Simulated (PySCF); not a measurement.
## PBE on Pb³⁺ (lead, charge +3)

Configuration: [Xe] 4f14 5d10 6s1, 2S determinant. Computed with PySCF 2.14 in ANO-RCC-VTZP (8s7p5d3f2g, 93 functions), with the spin-free X2C one-electron Hamiltonian (Gaussian nucleus).

| Quantity | Value |
| --- | --- |
| Total energy | -20883.33 hartree |
| One-electron energy | -28481.37 hartree |
| Hartree (Coulomb) energy | 7992.74 hartree |
| Exchange-correlation energy | -394.70 hartree |
| ⟨S²⟩ | 0.7504 |
| ⟨L²⟩ | 0.000 |
| Sum of ⟨r⟩ | 39.85 bohr |
| Sum of ⟨r²⟩ | 39.56 bohr² |
| Langevin diamagnetic susceptibility | -31.3 ×10⁻⁶ cm³/mol |
| Time after the integrals | about 7 core-seconds |

```json
{"shell": "1s α", "electrons": "1", "mean orbital energy (eV)": "-87772.7", "rms radius, mean of both spins (bohr)": "0.0181"}
{"shell": "1s β", "electrons": "1", "mean orbital energy (eV)": "-87772.6", "rms radius, mean of both spins (bohr)": "0.0181"}
{"shell": "2s α", "electrons": "1", "mean orbital energy (eV)": "-15723.5", "rms radius, mean of both spins (bohr)": "0.0731"}
{"shell": "2s β", "electrons": "1", "mean orbital energy (eV)": "-15723.5", "rms radius, mean of both spins (bohr)": "0.0731"}
{"shell": "2p α", "electrons": "3", "mean orbital energy (eV)": "-13565.6", "rms radius, mean of both spins (bohr)": "0.0673"}
{"shell": "2p β", "electrons": "3", "mean orbital energy (eV)": "-13565.6", "rms radius, mean of both spins (bohr)": "0.0673"}
{"shell": "3s α", "electrons": "1", "mean orbital energy (eV)": "-3798.4", "rms radius, mean of both spins (bohr)": "0.186"}
{"shell": "3s β", "electrons": "1", "mean orbital energy (eV)": "-3798.4", "rms radius, mean of both spins (bohr)": "0.186"}
{"shell": "3p α", "electrons": "3", "mean orbital energy (eV)": "-3175.7", "rms radius, mean of both spins (bohr)": "0.189"}
{"shell": "3p β", "electrons": "3", "mean orbital energy (eV)": "-3175.7", "rms radius, mean of both spins (bohr)": "0.189"}
{"shell": "3d α", "electrons": "5", "mean orbital energy (eV)": "-2508.1", "rms radius, mean of both spins (bohr)": "0.173"}
{"shell": "3d β", "electrons": "5", "mean orbital energy (eV)": "-2508.0", "rms radius, mean of both spins (bohr)": "0.173"}
{"shell": "4s α", "electrons": "1", "mean orbital energy (eV)": "-882.24", "rms radius, mean of both spins (bohr)": "0.409"}
{"shell": "4s β", "electrons": "1", "mean orbital energy (eV)": "-882.22", "rms radius, mean of both spins (bohr)": "0.409"}
{"shell": "4p α", "electrons": "3", "mean orbital energy (eV)": "-676.71", "rms radius, mean of both spins (bohr)": "0.436"}
{"shell": "4p β", "electrons": "3", "mean orbital energy (eV)": "-676.68", "rms radius, mean of both spins (bohr)": "0.436"}
{"shell": "4d α", "electrons": "5", "mean orbital energy (eV)": "-430.03", "rms radius, mean of both spins (bohr)": "0.463"}
{"shell": "4d β", "electrons": "5", "mean orbital energy (eV)": "-430.00", "rms radius, mean of both spins (bohr)": "0.463"}
{"shell": "5s α", "electrons": "1", "mean orbital energy (eV)": "-172.17", "rms radius, mean of both spins (bohr)": "0.905"}
{"shell": "5s β", "electrons": "1", "mean orbital energy (eV)": "-172.10", "rms radius, mean of both spins (bohr)": "0.905"}
{"shell": "4f α", "electrons": "7", "mean orbital energy (eV)": "-161.78", "rms radius, mean of both spins (bohr)": "0.497"}
{"shell": "4f β", "electrons": "7", "mean orbital energy (eV)": "-161.74", "rms radius, mean of both spins (bohr)": "0.497"}
{"shell": "5p α", "electrons": "3", "mean orbital energy (eV)": "-114.95", "rms radius, mean of both spins (bohr)": "1.03"}
{"shell": "5p β", "electrons": "3", "mean orbital energy (eV)": "-114.83", "rms radius, mean of both spins (bohr)": "1.03"}
{"shell": "5d α", "electrons": "5", "mean orbital energy (eV)": "-49.562", "rms radius, mean of both spins (bohr)": "1.37"}
{"shell": "5d β", "electrons": "5", "mean orbital energy (eV)": "-49.177", "rms radius, mean of both spins (bohr)": "1.37"}
{"shell": "6s α", "electrons": "1", "mean orbital energy (eV)": "-37.881", "rms radius, mean of both spins (bohr)": "2.23"}
```

Spin-orbit coupling, which splits the p, d and f shells strongly at this Z, is absent.

Densities and radii are taken from the X2C orbitals without a picture-change correction, which distorts them close to the nucleus.
